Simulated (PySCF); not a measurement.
Gas-phase reaction: Sb₄ + 6 I₂ = 4 SbI₃

Computed with PySCF and rigid-rotor harmonic-oscillator thermochemistry at 1 bar. † marks an energy on the PBE0/def2-TZVP geometry and frequencies. CCSD(T) freezes the core. All species are closed-shell singlets. I, Sb: scalar-relativistic def2 core potential, no spin-orbit coupling. CCSD(T) isn't extrapolated to the basis-set limit.

CCSD(T)/def2-SVP† gives ΔH°(298 K) = -677 kJ.

Q: What do ωB97X-V/def2-TZVP†, r2SCAN/def2-TZVP†, ωB97M-V/def2-TZVP† give?

A: ωB97X-V/def2-TZVP†: -737 kJ; r2SCAN/def2-TZVP†: -768 kJ; ωB97M-V/def2-TZVP†: -728 kJ. For scale, ΔH°(298 K) is -677 kJ at this level, -728 kJ at ωB97M-V/def2-TZVP†, and runs from -1111 to -674 kJ over the 18 levels computed.
